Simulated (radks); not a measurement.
Isoelectronic series with 8 electrons, each ion in its NIST ground configuration. Method: non-relativistic Kohn-Sham, SCAN, spin-polarised, spherical densities, point nucleus; open shells are filled with parallel spins first (spin-orbit coupling, left out, can overturn this in heavy ions); meta-GGA in the generalised Kohn-Sham scheme; computed with a radial shooting solver on a logarithmic mesh with Libxc functionals. Total energies (hartree) and screening constants sigma, defined by e = -(Z - sigma)^2 / (2 n^2) hartree:

ion,configuration,E (hartree),2p down,2p up,2s down
O,[He] 2s2 2p4,-75.04403,6.588,6.203,5.414
Al5+,[He] 2s2 2p4,-230.27269,5.898,5.691,5.136
Ar10+,[He] 2s2 2p4,-473.12187,5.771,5.580,5.052
V15+,[He] 2s2 2p4,-803.50024,5.714,5.530,5.011
Ni20+,[He] 2s2 2p4,-1221.39045,5.682,5.501,4.987
As25+,[He] 2s2 2p4,-1726.78656,5.661,5.482,4.971
Sr30+,[He] 2s2 2p4,-2319.68629,5.646,5.469,4.960
Tc35+,[He] 2s2 2p4,-3000.08796,5.635,5.459,4.952
Cd40+,[He] 2s2 2p4,-3767.99134,5.627,5.452,4.945
I45+,[He] 2s2 2p4,-4623.39488,5.620,5.446,4.940
Ce50+,[He] 2s2 2p4,-5566.3010,5.615,5.441,4.936
Eu55+,[He] 2s2 2p4,-6596.7069,5.610,5.437,4.932
Er60+,[He] 2s2 2p4,-7714.6097,5.606,5.433,4.929
Ta65+,[He] 2s2 2p4,-8920.0193,5.603,5.430,4.927
Pt70+,[He] 2s2 2p4,-10212.9231,5.600,5.428,4.925
Bi75+,[He] 2s2 2p4,-11593.3291,5.598,5.426,4.923
